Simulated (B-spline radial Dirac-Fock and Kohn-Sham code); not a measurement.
**The free thallium atom: differential elastic cross section for electrons at 182 eV**

Method: relativistic (Dirac) partial waves in the static field of the Dirac-Fock atom with Furness-McCarthy exchange, without polarisation or absorption potentials. Computed with a B-spline atomic structure program. Below a few hundred eV the neglected polarisation potential matters, most of all at small angles.

```tsv
θ (°)	dσ/dΩ (a₀²/sr)	Sherman function
0	119	0.000
0.5	119	0.000
1	118	0.000
2	115	0.001
4	105	0.002
8	77.0	0.005
12	51.2	0.009
16	32.8	0.016
24	12.1	0.038
32	3.18	0.070
45	0.670	-0.213
60	1.48	-0.122
75	0.590	-0.033
90	0.0824	0.464
105	0.0274	-0.115
120	0.126	-0.292
135	0.241	-0.136
150	0.0503	-0.259
165	0.120	-0.002
180	0.340	0.000
```

Q: What integrated cross sections go with this distribution?

A: The total elastic cross section is 29.2 a₀², the first transport cross section 4.15 a₀² and the second, weighted with (3/2) sin²θ, 7.93 a₀². The mean deflection is ⟨1 − cos θ⟩ = 0.142, and 2.3 % of the collisions scatter beyond 90°.

On this grid of angles the cross section has minima near 45°, 105°, 150°, from interference among the few low partial waves with large phase shifts.
